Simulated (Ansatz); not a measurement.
# Nudged elastic band run: CH3F2NSi

The input (input.yaml):

```yaml
crystal:
  periodic: [false, false, false]
  atoms:
    - { symbol: F, position_ang: [2.047636, -1.373073, 1.187712] }
    - { symbol: C, position_ang: [0.98452, -0.962443, 0.572015] }
    - { symbol: F, position_ang: [0.307675, -2.023871, 0.216249] }
    - { symbol: "N", position_ang: [0.692704, 0.199725, 0.373936] }
    - { symbol: Si, position_ang: [-0.696806, 0.877242, -0.432954] }
    - { symbol: H, position_ang: [-0.622632, 2.337472, -0.308637] }
    - { symbol: H, position_ang: [-0.681961, 0.498284, -1.856731] }
    - { symbol: H, position_ang: [-1.939037, 0.389563, 0.19241] }
basis:
  gaussian: { orbitals: "6-31G*" }
hamiltonian:
  xc: hf
neb:
  order_check: false
  images: 5
  f_tol: 0.03
  max_iterations: 60
  final_atoms:
    - { symbol: F, position_ang: [2.05421106, -1.28027349, 0.55015689] }
    - { symbol: C, position_ang: [0.83225361, -0.97839439, 0.28631815] }
    - { symbol: F, position_ang: [0.04686961, -1.93179717, 0.60073051] }
    - { symbol: "N", position_ang: [0.44917718, 0.08867364, -0.20601496] }
    - { symbol: Si, position_ang: [-1.51416468, 0.64719065, -0.80314075] }
    - { symbol: H, position_ang: [-1.01587438, 2.07221475, -0.73120747] }
    - { symbol: H, position_ang: [1.18488607, 0.74117363, -0.39569473] }
    - { symbol: H, position_ang: [-1.94525947, 0.58411138, 0.64285235] }
  initial_path:
    images:
      - { positions_ang: [[2.047636, -1.373073, 1.187712], [0.98452, -0.962443, 0.572015], [0.307675, -2.023871, 0.216249], [0.692704, 0.199725, 0.373936], [-0.696806, 0.877242, -0.432954], [-0.622632, 2.337472, -0.308637], [-0.681961, 0.498284, -1.856731], [-1.939037, 0.389563, 0.19241]] }
      - { positions_ang: [[2.05869052, -1.3670316, 1.09967516], [0.93798902, -0.95370194, 0.52032574], [0.16748164, -1.97339421, 0.20661422], [0.70589101, 0.24097516, 0.30130641], [-0.76216489, 0.8209531, -0.4490829], [-0.73378507, 2.29029363, -0.43646828], [-0.36023884, 0.51918955, -1.59191341], [-1.92176439, 0.3656153, 0.29354306]] }
      - { positions_ang: [[2.06974504, -1.36099021, 1.01163832], [0.89145805, -0.94496088, 0.46863648], [0.02728827, -1.92291743, 0.19697945], [0.71907801, 0.28222533, 0.22867681], [-0.82752378, 0.76466421, -0.46521181], [-0.84493813, 2.24311526, -0.56429955], [-0.03851668, 0.54009511, -1.32709582], [-1.90449178, 0.3416676, 0.39467612]] }
      - { positions_ang: [[2.08079956, -1.35494881, 0.92360148], [0.84492707, -0.93621982, 0.41694722], [-0.11290509, -1.87244064, 0.18734467], [0.73226502, 0.32347549, 0.15604722], [-0.89288267, 0.70837531, -0.48134071], [-0.9560912, 2.19593689, -0.69213083], [0.28320548, 0.56100066, -1.06227823], [-1.88721917, 0.3177199, 0.49580917]] }
      - { positions_ang: [[2.07193673, -1.33005704, 0.79911995], [0.84070259, -0.95027801, 0.37340419], [-0.05964686, -1.89222615, 0.32513995], [0.6379024, 0.24520821, 0.03535983], [-1.09997668, 0.68798043, -0.58860739], [-0.97601893, 2.15469618, -0.70515637], [0.58376568, 0.62105832, -0.84008373], [-1.90656594, 0.40651706, 0.54482357]] }
      - { positions_ang: [[2.06307389, -1.30516526, 0.67463842], [0.8364781, -0.9643362, 0.32986117], [-0.00638862, -1.91201166, 0.46293523], [0.54353979, 0.16694092, -0.08532756], [-1.30707068, 0.66758554, -0.69587407], [-0.99594666, 2.11345546, -0.71818192], [0.88432587, 0.68111597, -0.61788923], [-1.9259127, 0.49531422, 0.59383796]] }
      - { positions_ang: [[2.05421106, -1.28027349, 0.55015689], [0.83225361, -0.97839439, 0.28631815], [0.04686961, -1.93179717, 0.60073051], [0.44917718, 0.08867364, -0.20601496], [-1.51416468, 0.64719065, -0.80314075], [-1.01587438, 2.07221475, -0.73120747], [1.18488607, 0.74117363, -0.39569473], [-1.94525947, 0.58411138, 0.64285235]] }
```

Launched with:

```bash
$ ansatz run input.yaml --threads 1 --pin off --max-ram 2048MiB --backend cpu --events-out ev --progress --plain --runs-dir out
```

Output, in part (warnings, iteration lines, the closing report on the highest movable image, with atoms numbered from 0):

```
NEB end point (image 0): max|allowed force component| = 3.582e-3 eV/Å (the criterion of neb.relax_end_points is 1.000e-2)
NEB end point (image 6): max|allowed force component| = 1.063e-2 eV/Å (the criterion of neb.relax_end_points is 1.000e-2)
NEB iter   1: max|band force component| = 1.225e1 eV/Å  barrier→ = 6.2955 eV  barrier← = 4.1922 eV  Δτ_max = 0.2000 Å  (273 SCF iters)
NEB iter   2: max|band force component| = 2.835e0 eV/Å  barrier→ = 4.4138 eV  barrier← = 2.3105 eV  Δτ_max = 0.2000 Å  (170 SCF iters)
NEB iter   3: max|band force component| = 1.520e0 eV/Å  barrier→ = 3.9100 eV  barrier← = 1.8067 eV  Δτ_max = 0.1966 Å  (167 SCF iters)
NEB iter   4: max|band force component| = 3.209e0 eV/Å  barrier→ = 3.9157 eV  barrier← = 1.8124 eV  Δτ_max = 0.1010 Å  (176 SCF iters)
NEB iter   5: max|band force component| = 1.374e0 eV/Å  barrier→ = 3.9963 eV  barrier← = 1.8931 eV  Δτ_max = 0.1978 Å  (164 SCF iters)
NEB iter   6: max|band force component| = 5.815e-1 eV/Å  barrier→ = 3.9276 eV  barrier← = 1.8243 eV  Δτ_max = 0.1615 Å  (166 SCF iters)
NEB iter   7: max|band force component| = 5.603e-1 eV/Å  barrier→ = 3.6979 eV  barrier← = 1.5946 eV  Δτ_max = 0.1327 Å  (164 SCF iters)
NEB iter   8: max|band force component| = 3.300e0 eV/Å  barrier→ = 3.3161 eV  barrier← = 1.2128 eV  CI = image 3  Δτ_max = 0.1987 Å  (169 SCF iters)
NEB iter   9: max|band force component| = 1.765e0 eV/Å  barrier→ = 4.2255 eV  barrier← = 2.1222 eV  CI = image 3  Δτ_max = 0.1203 Å  (170 SCF iters)
NEB iter  10: max|band force component| = 1.003e0 eV/Å  barrier→ = 4.2774 eV  barrier← = 2.1741 eV  CI = image 3  Δτ_max = 0.0563 Å  (171 SCF iters)
NEB iter  11: max|band force component| = 2.866e-1 eV/Å  barrier→ = 4.3057 eV  barrier← = 2.2024 eV  CI = image 3  Δτ_max = 0.0278 Å  (171 SCF iters)
NEB iter  12: max|band force component| = 2.809e-1 eV/Å  barrier→ = 4.3013 eV  barrier← = 2.1980 eV  CI = image 3  Δτ_max = 0.0541 Å  (165 SCF iters)
NEB iter  13: max|band force component| = 3.216e-1 eV/Å  barrier→ = 4.2994 eV  barrier← = 2.1962 eV  CI = image 3  Δτ_max = 0.0205 Å  (171 SCF iters)
NEB iter  14: max|band force component| = 1.423e-1 eV/Å  barrier→ = 4.2963 eV  barrier← = 2.1930 eV  CI = image 3  Δτ_max = 0.0272 Å  (157 SCF iters)
NEB iter  15: max|band force component| = 1.002e-1 eV/Å  barrier→ = 4.2954 eV  barrier← = 2.1921 eV  CI = image 3  Δτ_max = 0.0130 Å  (150 SCF iters)
NEB iter  16: max|band force component| = 6.496e-2 eV/Å  barrier→ = 4.2948 eV  barrier← = 2.1915 eV  CI = image 3  Δτ_max = 0.0093 Å  (140 SCF iters)
NEB iter  17: max|band force component| = 5.027e-2 eV/Å  barrier→ = 4.2946 eV  barrier← = 2.1913 eV  CI = image 3  Δτ_max = 0.0104 Å  (138 SCF iters)
NEB iter  18: max|band force component| = 3.676e-2 eV/Å  barrier→ = 4.2944 eV  barrier← = 2.1911 eV  CI = image 3  Δτ_max = 0.0060 Å  (136 SCF iters)
NEB iter  19: max|band force component| = 1.957e-2 eV/Å  barrier→ = 4.2944 eV  barrier← = 2.1911 eV  CI = image 3  Δτ_max = 0.0000 Å  (307 SCF iters)
Total energy: -15828.91309170 eV, -581.7018268972 hartree
Atom 0 at     2.045287    -1.501038     0.359477 Å, force    -0.003120     0.000555    -0.000225 eV/Å
Atom 1 at     0.887175    -0.941418     0.493836 Å, force     0.004072    -0.001437     0.000509 eV/Å
Atom 2 at     0.147147    -1.694203     1.244857 Å, force    -0.000769    -0.000458    -0.000733 eV/Å
Atom 3 at     0.552647     0.124086    -0.010588 Å, force     0.003440     0.001666    -0.003726 eV/Å
Atom 4 at    -0.970854     0.984492    -0.710273 Å, force    -0.008226     0.001071     0.007045 eV/Å
Atom 5 at    -0.965659     2.254727     0.046574 Å, force     0.001941     0.003879    -0.002726 eV/Å
Atom 6 at     0.556352     0.489887    -1.231187 Å, force     0.003596    -0.002545     0.002838 eV/Å
Atom 7 at    -2.159995     0.226365    -0.248695 Å, force    -0.000933    -0.002731    -0.002982 eV/Å
Dipole moment:     0.087137    -0.179412     0.057475 e Å
```

It converged. A structure lower than the first end lies on the path between it and the top, so the climb from that side starts below the end, which may itself be a saddle point or a shallow side well. Neighbouring images differ by up to 3.8 eV, so the band resolves the path poorly. A vibrational analysis at the climbing image gives one clearly imaginary mode, 2077i cm⁻¹: a first-order saddle point. The orbitals stay closed-shell, which can raise the energy where a bond breaks towards radicals; this wasn't checked here.

Final band (atoms are numbered from 1 in the order of the input):

| image | path coordinate (Å) | energy (kJ/mol) | Si5–H7 (Å) | N4–H7 (Å) |
| --- | --- | --- | --- | --- |
| 0 | 0.00 | 0.0 | 1.47 | 2.64 |
| 1 | 0.99 | -0.8 | 1.47 | 2.61 |
| 2 | 1.98 | 52.0 | 1.46 | 2.21 |
| 3 | 2.97 | 414.3 | 1.69 | 1.27 |
| 4 | 3.85 | 212.4 | 2.51 | 1.00 |
| 5 | 4.72 | 203.4 | 2.70 | 1.00 |
| 6 | 5.59 | 202.9 | 2.73 | 1.00 |

The run took 3.2 min on 1 thread of Intel(R) Xeon(R) Platinum 8488C (Sapphire Rapids), on a shared host, peak memory 0.16 GiB.
